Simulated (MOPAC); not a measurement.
Input for MOPAC: AM1 on CH5NOSi (a complex), monomers drawn apart or pushed together.

```
AM1 1SCF PRECISE CHARGE=0 THREADS=1
CH5NOSi

C      0.57626914 1     1.53751556 1    -0.61857918 1
N      0.60171230 1     1.15179999 1     0.45781194 1
H      0.55289692 1     1.89771196 1    -1.62295007 1
O      0.38237722 1    -0.57955132 1     4.64208515 1
Si    -0.81903722 1    -1.62562872 1     5.03970354 1
H      0.40241789 1    -0.22760294 1     3.74088098 1
H     -2.16770158 1    -1.01829034 1     4.89040707 1
H     -0.60792481 1    -1.99452227 1     6.45571644 1
H     -0.79303807 1    -2.85688808 1     4.20703630 1
```

Program output:

```
*******************************************************************************
 **                                                                           **
 **                              MOPAC v23.2.5                                **
 **                                                                           **
 *******************************************************************************
 ** MOPAC's Digital Object Identifier: https://doi.org/10.5281/zenodo.6511958 **
 **                                                                           **
 ** Please cite the open-source release paper for use of this MOPAC version:  **
 ** J. E. Moussa and J. J. P. Stewart (2026)                                  **
 ** MOPAC: An open-source semiempirical molecular orbital program             **
 ** J. Open Source Softw., 11(119), 8025, https://doi.org/10.21105/joss.08025 **
 *******************************************************************************

                              AM1 CALCULATION RESULTS

 *******************************************************************************
 *  AM1        - The AM1 Hamiltonian to be used
 *
 *
 *
 *                 CHARGE ON SYSTEM = 0
 *
 *
 *
 *  PRECISE    - TIGHTER CRITERIA TO BE USED
 *  1SCF       - DO 1 SCF AND THEN STOP
 *  THREADS=1  - MULTI-THREADING NOT USED
 *  T=         - A TIME OF 172800.0 SECONDS REQUESTED
 *  DUMP=N     - RESTART FILE WRITTEN EVERY 7200.0 SECONDS REQUESTED
 *******************************************************************************
AM1 1SCF PRECISE CHARGE=0 THREADS=1
 CH5NOSi

   ATOM   CHEMICAL          X               Y               Z
  NUMBER   SYMBOL      (ANGSTROMS)     (ANGSTROMS)     (ANGSTROMS)

     1       C          0.57626914  *   1.53751556  *  -0.61857918  *
     2       N          0.60171230  *   1.15179999  *   0.45781194  *
     3       H          0.55289692  *   1.89771196  *  -1.62295007  *
     4       O          0.38237722  *  -0.57955132  *   4.64208515  *
     5      Si         -0.81903722  *  -1.62562872  *   5.03970354  *
     6       H          0.40241789  *  -0.22760294  *   3.74088098  *
     7       H         -2.16770158  *  -1.01829034  *   4.89040707  *
     8       H         -0.60792481  *  -1.99452227  *   6.45571644  *
     9       H         -0.79303807  *  -2.85688808  *   4.20703630  *



          CARTESIAN COORDINATES

    NO.       ATOM           X           Y           Z

     1         C          0.5763      1.5375     -0.6186
     2         N          0.6017      1.1518      0.4578
     3         H          0.5529      1.8977     -1.6230
     4         O          0.3824     -0.5796      4.6421
     5        Si         -0.8190     -1.6256      5.0397
     6         H          0.4024     -0.2276      3.7409
     7         H         -2.1677     -1.0183      4.8904
     8         H         -0.6079     -1.9945      6.4557
     9         H         -0.7930     -2.8569      4.2070

  H: (AM1): M.J.S. DEWAR ET AL, J. AM. CHEM. SOC. 107 3902-3909 (1985)
  C: (AM1): M.J.S. DEWAR ET AL, J. AM. CHEM. SOC. 107 3902-3909 (1985)
  N: (AM1): M.J.S. DEWAR ET AL, J. AM. CHEM. SOC. 107 3902-3909 (1985)
  O: (AM1): M.J.S. DEWAR ET AL, J. AM. CHEM. SOC. 107 3902-3909 (1985)
 Si: (AM1): M.J.S.DEWAR, C. JIE, ORGANOMETALLICS, 6, 1486-1490 (1987).

           Empirical Formula: C H5 N O Si  =     9 atoms



      MOLECULAR POINT GROUP   :   Cs


      RHF CALCULATION, NO. OF DOUBLY OCCUPIED LEVELS = 12


 -------------------------------------------------------------------------------
 AM1 1SCF PRECISE CHARGE=0 THREADS=1
 CH5NOSi



     1SCF WAS SPECIFIED, SO BFGS WAS NOT USED
     SCF FIELD WAS ACHIEVED


                              AM1 CALCULATION
                                                       MOPAC v23.2.5 Linux




          FINAL HEAT OF FORMATION =        -26.54618 KCAL/MOL =    -111.06920 KJ/MOL


          COSMO AREA              =        147.01 SQUARE ANGSTROMS
          COSMO VOLUME            =        121.30 CUBIC ANGSTROMS

          IONIZATION POTENTIAL    =         10.857019 EV
          HOMO LUMO ENERGIES (EV) =        -10.857  1.574
          NO. OF FILLED LEVELS    =         12
          MOLECULAR WEIGHT        =         75.1421         POINT GROUP:  Cs

          MOLECULAR DIMENSIONS (Angstroms)

            Atom       Atom       Distance
            H     8    H     3     9.04223
            O     4    H     7     2.49244
            H     9    O     4     2.09990


          SCF CALCULATIONS        =          1





   ATOM   CHEMICAL          X               Y               Z
  NUMBER   SYMBOL      (ANGSTROMS)     (ANGSTROMS)     (ANGSTROMS)

     1       C          0.57626914  *   1.53751556  *  -0.61857918  *
     2       N          0.60171230  *   1.15179999  *   0.45781194  *
     3       H          0.55289692  *   1.89771196  *  -1.62295007  *
     4       O          0.38237722  *  -0.57955132  *   4.64208515  *
     5      Si         -0.81903722  *  -1.62562872  *   5.03970354  *
     6       H          0.40241789  *  -0.22760294  *   3.74088098  *
     7       H         -2.16770158  *  -1.01829034  *   4.89040707  *
     8       H         -0.60792481  *  -1.99452227  *   6.45571644  *
     9       H         -0.79303807  *  -2.85688808  *   4.20703630  *

                             CARTESIAN COORDINATES

   1    C        0.576269140     1.537515560    -0.618579180
   2    N        0.601712300     1.151799990     0.457811940
   3    H        0.552896920     1.897711960    -1.622950070
   4    O        0.382377220    -0.579551320     4.642085150
   5   Si       -0.819037220    -1.625628720     5.039703540
   6    H        0.402417890    -0.227602940     3.740880980
   7    H       -2.167701580    -1.018290340     4.890407070
   8    H       -0.607924810    -1.994522270     6.455716440
   9    H       -0.793038070    -2.856888080     4.207036300


           Empirical Formula: C H5 N O Si  =     9 atoms



      MOLECULAR POINT GROUP   :   Cs


                  EIGENVALUES
 -37.14538 -36.04878 -21.46999 -18.44568 -15.67892 -14.11283 -14.09835 -14.01213
 -14.01196 -13.38171 -11.43638 -10.85702   1.57406   1.67768   1.67811   1.80054
   1.91788   2.15658   2.95170   5.84898   6.31276


              NET ATOMIC CHARGES AND DIPOLE CONTRIBUTIONS

  ATOM NO.   TYPE          CHARGE      No. of ELECS.   s-Pop       p-Pop
    1          C          -0.179698        4.1797     1.31506     2.86464
    2          N          -0.057449        5.0574     1.81404     3.24341
    3          H           0.237165        0.7628     0.76283
    4          O          -0.617147        6.6171     1.83484     4.78231
    5         Si           1.067508        2.9325     0.82282     2.10968
    6          H           0.248782        0.7512     0.75122
    7          H          -0.250232        1.2502     1.25023
    8          H          -0.198697        1.1987     1.19870
    9          H          -0.250231        1.2502     1.25023
 DIPOLE           X         Y         Z       TOTAL
 POINT-CHG.    -0.747     0.189    -1.986     2.130
 HYBRID         0.059     0.599    -1.478     1.596
 SUM           -0.688     0.787    -3.465     3.619


          ATOMIC ORBITAL ELECTRON POPULATIONS

     Atom    s        px        py        pz
    1  C   1.31506   0.94556   0.94885   0.97023
    2  N   1.81404   1.05445   1.06396   1.12500
    3  H   0.76283
    4  O   1.83484   1.68765   1.71482   1.37983
    5 Si   0.82282   0.65026   0.68186   0.77755
    6  H   0.75122
    7  H   1.25023
    8  H   1.19870
    9  H   1.25023

 **********************
 *                    *
 * JOB ENDED NORMALLY *
 *                    *
 **********************




 == MOPAC DONE ==
```

The run finished.

Cost: very roughly 0.03 core-seconds.
